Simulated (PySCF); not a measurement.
Molfile (atoms numbered from 1):
```
C6H11N
     RDKit          3D

 18 17  0  0  0  0  0  0  0  0999 V2000
   -0.6232    1.0720    1.8860 C   0  0  0  0  0  0  0  0  0  0  0  0
   -0.2539    0.3635    0.8191 C   0  0  0  0  0  0  0  0  0  0  0  0
    0.6701   -0.7547    0.9827 C   0  0  0  0  0  0  0  0  0  0  0  0
    1.4463   -1.3871    0.1024 C   0  0  0  0  0  0  0  0  0  0  0  0
    1.6519   -1.1174   -1.3524 C   0  0  0  0  0  0  0  0  0  0  0  0
   -0.8380    0.6723   -0.5389 C   0  0  0  0  0  0  0  0  0  0  0  0
   -2.0880    1.4104   -0.4209 N   0  0  0  0  0  0  0  0  0  0  0  0
   -1.3016    1.9007    1.7952 H   0  0  0  0  0  0  0  0  0  0  0  0
   -0.2391    0.8554    2.8686 H   0  0  0  0  0  0  0  0  0  0  0  0
    0.7272   -1.0983    2.0095 H   0  0  0  0  0  0  0  0  0  0  0  0
    2.0326   -2.2186    0.4758 H   0  0  0  0  0  0  0  0  0  0  0  0
    1.0258   -1.7801   -1.9528 H   0  0  0  0  0  0  0  0  0  0  0  0
    2.6884   -1.3214   -1.6172 H   0  0  0  0  0  0  0  0  0  0  0  0
    1.4240   -0.0905   -1.6175 H   0  0  0  0  0  0  0  0  0  0  0  0
   -0.9515   -0.2726   -1.0953 H   0  0  0  0  0  0  0  0  0  0  0  0
   -0.1457    1.3127   -1.0973 H   0  0  0  0  0  0  0  0  0  0  0  0
   -2.4633    1.6050   -1.3427 H   0  0  0  0  0  0  0  0  0  0  0  0
   -2.7708    0.8548    0.0842 H   0  0  0  0  0  0  0  0  0  0  0  0
  1  2  2  0
  2  3  1  0
  3  4  2  0
  4  5  1  0
  2  6  1  0
  6  7  1  0
  1  8  1  0
  1  9  1  0
  3 10  1  0
  4 11  1  0
  5 12  1  0
  5 13  1  0
  5 14  1  0
  6 15  1  0
  6 16  1  0
  7 17  1  0
  7 18  1  0
M  END
```

Non-relativistic Hamiltonian, a single conformation, fast rotation and ring inversion assumed for equivalent nuclei, isolated molecule. Geometry: GFN2-xTB; GIAO PBE0/pcSseg-1 shieldings; PySCF 2.14.0 with density-fitted response routines.

Referencing at the same level of theory: ¹³C (σref 186.93), ¹H (σref 31.72) vs TMS; ¹⁵N (σref 267.73) vs NH3.

```tsv
atoms	nucleus	count	δ (ppm)
H10	¹H	1	6.40
N7	¹⁵N	1	40.6
C4	¹³C	1	?
H17/H18	¹H	2	0.60
C1	¹³C	1	124.3
C5	¹³C	1	19.0
H9	¹H	1	5.49
H12/H13/H14	¹H	3	1.89
C3	¹³C	1	?
H15/H16	¹H	2	3.94
C6	¹³C	1	50.4
H11	¹H	1	5.69
C2	¹³C	1	?
H8	¹H	1	?
```

Problem. Estimate the values marked ?.

Solution. 
- C2: 155.5 ppm, fully substituted alkene carbon; as expected for a trigonal carbon in a double bond
- C3: 139.9 ppm, alkene CH; as expected for a trigonal carbon in a double bond
- C4: 131.9 ppm, alkene CH; an sp2 carbon of a C=C bond
- H8: 6.35 ppm, hydrogen on a terminal =CH2 carbon; olefinic region

OH and NH positions are those of a molecule without intermolecular hydrogen bonds; in solution they move with solvent, concentration and temperature, and exchange usually removes their couplings. Shifts are as computed. Against solution values, carbons near 30 ppm lie about +3 ppm off and those near 130 ppm about +5 ppm. Of 1211 compounds with measured shifts, 218 miss one by over three times the rms of a fit or turn the order of signals round; such compounds aren't used in these exercises. Experimental scales use liquid or dissolved standards, which lie at an offset from isolated NH3 (liquid NH3: subtract about 20 ppm).
